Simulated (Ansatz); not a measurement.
`B[SiH](F)[SeH]` and `B[SiH](O)F` differ in one element.

Ansatz, PBE0-D4/def2-TZVP geometries, multiplicity 1. Each molecule was computed in one conformer, which needn't be the lowest.

Scalar relativity is left out up to krypton.

```csv
property,`B[SiH](F)[SeH]`
size of the dipole moment (ωB97M-V/def2-TZVPP) / D,0.96
LUMO energy (PBE/def2-TZVPP) / eV,-1.59
HOMO energy (B3LYP/def2-TZVPP) / eV,-7.31
HOMO–LUMO gap (B3LYP/def2-TZVPP) / eV,6.31
LUMO energy (B3LYP/def2-TZVPP) / eV,-1.00
LUMO energy (ωB97M-V/def2-TZVPP) / eV,0.97
```

**Question.** Give the same properties after the change, and the shifts. (An estimate is asked.)

**Answer.** The calculation gave: 
```json
{"property": "size of the dipole moment (ωB97M-V/def2-TZVPP) / D", "`B[SiH](O)F`": "1.86", "shift": "0.90"}
{"property": "LUMO energy (PBE/def2-TZVPP) / eV", "`B[SiH](O)F`": "-3.75", "shift": "-2.16"}
{"property": "HOMO energy (B3LYP/def2-TZVPP) / eV", "`B[SiH](O)F`": "-8.09", "shift": "-0.78"}
{"property": "HOMO–LUMO gap (B3LYP/def2-TZVPP) / eV", "`B[SiH](O)F`": "5.14", "shift": "-1.17"}
{"property": "LUMO energy (B3LYP/def2-TZVPP) / eV", "`B[SiH](O)F`": "-2.95", "shift": "-1.95"}
{"property": "LUMO energy (ωB97M-V/def2-TZVPP) / eV", "`B[SiH](O)F`": "-0.75", "shift": "-1.72"}
```

With PBE0 the HOMO falls by 0.77 eV and the LUMO falls by 1.97 eV, so the gap narrows by about 1.20 eV. PBE moves the HOMO by -0.52 eV and ωB97M-V by -0.94 eV. Dipoles are sizes alone; their direction can turn.

B3LYP here is the variant with VWN-RPA as its local correlation; programs differ in this.

Spin–orbit coupling is left out; it splits and shifts lone-pair levels of the heavy atoms by tenths of an eV.
